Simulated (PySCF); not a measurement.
Zn(Me) (CH3Zn), SMILES [CH3][Zn+], charge +1.

Geometry optimised at r2SCAN-D4/def2-TZVP. The spin state was assumed, not searched. The isomer is the one that the SMILES or the coordinates give; other isomers of the formula were not compared.

Level of theory: PySCF 2.14.0 with r2SCAN-D4/def2-TZVP.

Frequencies are harmonic and unscaled.

Modes within 1.5 cm⁻¹ of each other (mostly degenerate sets) share a row, with their intensities summed.

Computed harmonic wavenumbers and intensities:
```tsv
mode	ν (cm⁻¹)	IR (km/mol)	moving atoms (share of kinetic energy)
1	493	10.5	C 69 %, Zn 19 %, H 12 %
2–3	763	90.6	H 89 %, C 10 %
4	1141	74.3	H 85 %, C 15 %
5–6	1408	5.4	H 94 %
7	3060	19.4	H 99 %
8–9	3205	48.5	H 90 %, C 10 %
```
